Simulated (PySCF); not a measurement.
Ga(H)3 anion (GaH3), SMILES [GaH3] (connectivity only; charge and spin as stated), charge -1, multiplicity 2.

The structure is a stationary point at PBE0-D3(BJ)/def2-TZVPD. The spin state was assumed, not searched. The isomer is the one that the SMILES or the coordinates give; other isomers of the formula were not compared.

Method: PBE/def2-TZVPD (PySCF).

 A positive occupied level means that this level leaves the electron formally unbound; only the finite basis holds it.

Computed frontier levels, dipole moment and polarisability:
α spin, highest occupied and lowest empty level: 1.88 and 3.77 eV
β spin, highest occupied and lowest empty level: -1.15 and 3.04 eV
dipole moment about the centre of nuclear charge: 0.15 D
mean static polarisability: 93.2 bohr³ (13.81 Å³)
polarisability, principal values: 81.1, 81.1, 117.4 bohr³
⟨S²⟩: 0.752 (pure state 0.75)
